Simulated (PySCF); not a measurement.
Spin-rotation constants: SMILES [BH3-][SiH2]C/C=C/Br, [C3H9BBrSi]-, charge -1

Molfile (atoms numbered from 1):
```
C3H9BBrSi
     RDKit          3D

 15 14  0  0  0  0  0  0  0  0999 V2000
   -2.7313    0.4811    0.0787 B   0  0  0  0  0  0  0  0  0  0  0  0
   -0.7897    0.8051    0.1475 Si  0  0  0  0  0  4  0  0  0  0  0  0
    0.2764   -0.8536    0.1186 C   0  0  0  0  0  0  0  0  0  0  0  0
    1.6853   -0.5336    0.2518 C   0  0  0  0  0  0  0  0  0  0  0  0
    2.5439   -0.5015   -0.7620 C   0  0  0  0  0  0  0  0  0  0  0  0
    4.3443    0.1062   -0.5571 Br  0  0  0  0  0  0  0  0  0  0  0  0
   -3.0943   -0.1866    1.0314 H   0  0  0  0  0  0  0  0  0  0  0  0
   -3.0429   -0.0965   -0.9480 H   0  0  0  0  0  0  0  0  0  0  0  0
   -3.3082    1.5560    0.1137 H   0  0  0  0  0  0  0  0  0  0  0  0
   -0.0644    1.5653   -0.9210 H   0  0  0  0  0  0  0  0  0  0  0  0
   -0.1486    1.4853    1.3197 H   0  0  0  0  0  0  0  0  0  0  0  0
   -0.0703   -1.4650    0.9484 H   0  0  0  0  0  0  0  0  0  0  0  0
    0.0637   -1.3706   -0.8153 H   0  0  0  0  0  0  0  0  0  0  0  0
    2.0232   -0.2474    1.2400 H   0  0  0  0  0  0  0  0  0  0  0  0
    2.3084   -0.7363   -1.7853 H   0  0  0  0  0  0  0  0  0  0  0  0
  1  2  1  0
  2  3  1  0
  3  4  1  0
  4  5  2  0
  5  6  1  0
  1  7  1  0
  1  8  1  0
  1  9  1  0
  2 10  1  0
  2 11  1  0
  3 12  1  0
  3 13  1  0
  4 14  1  0
  5 15  1  0
M  CHG  1   1  -1
M  END
```

Method: GIAO B97-2/aug-pcSseg-1 magnetisability, rotational g tensor and spin-rotation constants, non-relativistic, gas phase (PySCF 2.14.0). Geometry: GFN2-xTB.

The calculation is non-relativistic, which matters for the atoms heavier than Zn. For an ion the centre-of-mass motion in the field is neglected.

Problem. Give the nuclear spin-rotation constants along the inertial axes (H = +C I·J) beside the isotropic shieldings.

Solution. Rotational constants 8.3710, 0.4721, 0.4604 GHz. A star marks the isotopologue with that one atom substituted, in its own axes.
| atom | isotope | Caa (kHz) | Cbb (kHz) | Ccc (kHz) | mean (kHz) | σ (ppm) |
| --- | --- | --- | --- | --- | --- | --- |
| B1 | 11B | 0.908 | 0.045 | 0.045 | 0.333 | 156.4 |
| Br6 | 79Br | 4.556 | 0.790 | 0.866 | 2.071 | 2231.6 |
| H7 | 1H | -0.504 | -0.022 | -0.018 | -0.181 | 32.0 |
| H8 | 1H | -0.623 | -0.032 | 0.000 | -0.218 | 31.9 |
| H9 | 1H | -0.372 | -0.005 | -0.041 | -0.139 | 32.0 |
| H10 | 1H | -0.373 | -0.013 | -0.011 | -0.132 | 28.4 |
| H11 | 1H | -0.563 | -0.023 | 0.012 | -0.191 | 28.1 |
| H12 | 1H | -0.709 | -0.017 | -0.017 | -0.247 | 30.5 |
| H13 | 1H | -0.872 | -0.033 | 0.013 | -0.297 | 30.1 |
| H14 | 1H | -0.704 | -0.043 | 0.052 | -0.231 | 24.9 |
| H15 | 1H | -0.832 | -0.042 | 0.043 | -0.277 | 26.5 |
| Si2 | 29Si* | -4.040 | -0.291 | -0.324 | -1.552 | 378.5 |
| C3 | 13C* | 1.199 | 0.076 | 0.087 | 0.454 | 156.4 |
| C4 | 13C* | 3.156 | 0.098 | 0.224 | 1.159 | 30.1 |
| C5 | 13C* | 2.661 | 0.105 | 0.133 | 0.966 | 82.6 |

For the geometry as given, no vibrational averaging.

Problem. How do the rotational constants and the g tensor change when H7, H8, H9, H10, H11, H12, H13, H14, H15 are replaced by deuterium?

Solution. Constants 6.1264, 0.4282, 0.4184 GHz; g -0.0508, -0.0188, -0.0210, against -0.0694, -0.0215, -0.0239 before.
